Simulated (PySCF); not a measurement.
**Ions at one geometry of [PbH3(H2O)]+**

PySCF 2.14.0, RKS PBE0, Pb def2-SVP with ECP60, H def2-SVP, O def2-SVP; non-relativistic Hamiltonian with scalar-relativistic core potentials where named; density fitting; no spin-orbit coupling; singlets restricted, open shells unrestricted. The geometry is relaxed for charge +1, singlet, vacuum:

```xyz
7

Pb    0.2558   -0.2676    0.2676
H     1.0361    1.0779    1.0409
H    -1.0670   -1.0634    1.0634
H     1.0361   -1.0409   -1.0779
O    -1.0687    1.1127   -1.1127
H    -1.4307    1.9777   -0.8725
H    -1.4307    0.8725   -1.9777
```

Energies count from the relaxed state; an electron taken off or put on is at rest in vacuum. Charges and spins are Mulliken's.

```csv
state,energy (eV),spin squared,charge on Pb1 (e),spin on Pb1 (e),dipole about the centre of mass (D)
"charge +1, singlet, vacuum",0.00,0.00,0.64,0.00,3.95
"charge 0, doublet, vacuum",-4.82,0.75,-0.02,1.01,3.98
```

Q: What does the state charge +2, doublet, vacuum give?

A: energy (eV) 16.80, spin squared 0.76, charge on Pb1 (e) 0.90, spin on Pb1 (e) 0.16, dipole about the centre of mass (D) 4.88.

With an electron taken off (doublet) the charges change, summed by element, by Pb +0.26 e, H +0.66 e, O +0.08 e. The vertical ionisation energy is 16.80 eV, against −ε(HOMO) = 14.48 eV of the relaxed state. The level lies 2.3 eV too high, as is usual for semilocal functionals and global hybrids, which keep a self-interaction error.

With an electron put on (doublet) the charges change, summed by element, by Pb -0.66 e, H -0.41 e, O +0.07 e. The vertical electron affinity is 4.82 eV, against −ε(LUMO) = 6.71 eV of the relaxed state.

Open shells may have lower solutions than those found.
